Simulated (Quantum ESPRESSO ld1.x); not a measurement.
Task: The lutetium ion Lu3+, 68 electrons, occupied as [Kr] 4d10 4f14 5s1 5p6 6s1 (not the ground configuration). All-electron calculation, Dirac Kohn-Sham, LDA (Slater exchange, Perdew-Zunger correlation), spin-unpolarised, spherical densities, point nucleus. Program: ld1.x of Quantum ESPRESSO 7.5. Some entries of the table are withheld. Estimate them.

| orbital | occ. | eigenvalue (eV) | <r> (bohr) | <r^2> (bohr^2) |
|---|---|---|---|---|
| 1s1/2 | 2 | -63145.0 | 0.01933 | 0.0005126 |
| 2s1/2 | 2 | -10772.0 | 0.08128 | 0.007868 |
| 2p1/2 | 2 | -10286.0 | 0.06742 | 0.005645 |
| 2p3/2 | 4 | -9169.55 | 0.07504 | 0.006854 |
| 3s1/2 | 2 | -2466.77 | 0.2123 | 0.05167 |
| 3p1/2 | 2 | -2251.44 | (1) | (2) |
| 3p3/2 | 4 | -2013.36 | (3) | (4) |
| 3d3/2 | 4 | -1646.82 | 0.1899 | 0.04238 |
| 3d5/2 | 6 | -1594.80 | 0.1943 | 0.04424 |
| 4s1/2 | 2 | -517.948 | 0.4783 | 0.2586 |
| 4p1/2 | 2 | (5) | 0.4852 | 0.2685 |
| 4p3/2 | 4 | (6) | 0.5183 | 0.3059 |
| 4d3/2 | 4 | -231.710 | 0.5413 | 0.3405 |
| 4d5/2 | 6 | -221.797 | 0.5529 | 0.3552 |
| 5s1/2 | 1 | -94.5712 | (7) | 1.493 |
| 5p1/2 | 2 | -69.5781 | 1.275 | 1.838 |
| 5p3/2 | 4 | -62.0433 | 1.372 | 2.129 |
| 4f5/2 | 6 | (8) | 0.6973 | (9) |
| 4f7/2 | 8 | (10) | 0.7098 | (11) |
| 6s1/2 | 1 | -27.3429 | 2.754 | 8.447 |

Result: 
(1) 3p1/2 <r> (bohr): 0.2021
(2) 3p1/2 <r^2> (bohr^2): 0.04758
(3) 3p3/2 <r> (bohr): 0.2164
(4) 3p3/2 <r^2> (bohr^2): 0.05430
(5) 4p1/2 eigenvalue (eV): -430.318
(6) 4p3/2 eigenvalue (eV): -375.995
(7) 5s1/2 <r> (bohr): 1.153
(8) 4f5/2 eigenvalue (eV): -44.8291
(9) 4f5/2 <r^2> (bohr^2): 0.6277
(10) 4f7/2 eigenvalue (eV): -43.2777
(11) 4f7/2 <r^2> (bohr^2): 0.6522
